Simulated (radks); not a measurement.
Results of a calculation; reference values are marked as such.
Q: Ionisation of Zr+, [Kr] 4d2 5s1, to Zr2+, [Kr] 4d2, under several functionals. Scalar-relativistic Kohn-Sham, spin-polarised, spherical densities, point nucleus; open shells are filled with parallel spins first (spin-orbit coupling, left out, can overturn this in heavy ions); a radial shooting solver on a logarithmic mesh with Libxc functionals. Known Delta-SCF values: exchange-only PBE 13.173 eV. What does exchange-only LDA give, and what is its highest occupied eigenvalue?

A: 13.138 eV by Delta-SCF; the 4d eigenvalue is -9.842 eV. NIST: 13.130 eV (measured).
